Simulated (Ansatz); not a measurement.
cis-[IrF2(NH3)4]+ (IrN₄F₂H₁₂⁺), relaxed as a singlet with RKS r2SCAN-D4/def2-SVP in Ansatz, starting from the GFN2-xTB geometry. Force threshold 0.02 eV/Å.

In the def2 sets Ir takes a core potential; there is no spin–orbit coupling.

Start:

```xyz
19

F    -1.617   -1.403    0.357
F    -1.070    1.283    1.384
Ir   -0.297   -0.014    0.192
N     1.171    1.545    0.016
N     0.558   -1.468   -1.137
N    -1.591    0.805   -1.257
N     0.551   -0.852    1.932
H     0.799    2.288    0.611
H     1.294    1.940   -0.912
H     2.096    1.321    0.371
H    -0.087   -2.256   -1.073
H     1.479   -1.816   -0.885
H     0.598   -1.199   -2.116
H    -2.031    1.589   -0.766
H    -2.325    0.098   -1.349
H    -1.321    1.116   -2.187
H     1.526   -1.116    2.049
H    -0.033   -1.676    2.103
H     0.301   -0.186    2.667
```

| step | energy (eV) | largest force component (eV/Å) | SCF passes |
| --- | --- | --- | --- |
| 1 | -14414.6933 | 1.857 | 19 |
| 2 | -14414.7844 | 0.578 | 27 |
| 3 | -14414.8250 | 0.160 | 21 |
| 4 | -14414.8289 | 0.037 | 20 |
| 5 | -14414.8295 | 0.020 | 22 |

Force components are those of the run's own axes.

End:

Cartesian coordinates in Å:
```
F -1.5941 -1.4165 0.3378
F -1.0437 1.2994 1.3727
Ir -0.2273 -0.0101 0.1474
N 1.1443 1.5841 0.0522
N 0.5162 -1.5101 -1.1289
N -1.5386 0.7923 -1.2560
N 0.5700 -0.8355 1.8840
H 0.7041 2.2604 0.6971
H 1.2571 2.0566 -0.8491
H 2.0921 1.4115 0.3991
H -0.2082 -2.2382 -1.0187
H 1.4132 -1.9377 -0.8824
H 0.5741 -1.2927 -2.1278
H -1.9742 1.5881 -0.7694
H -2.2790 0.0832 -1.3478
H -1.2687 1.0985 -2.1946
H 1.5543 -1.0868 2.0088
H -0.0013 -1.6756 2.0499
H 0.3095 -0.1709 2.6255
```

By distances, no bond broke or formed. The bond that changes most is F2–Ir3, from 1.92 to 1.97 Å (atoms count from 1).

No frequencies were taken in this run, so the end may be a saddle point.

Run time 18 s (4 threads of Arm Neoverse V2 on a shared host).
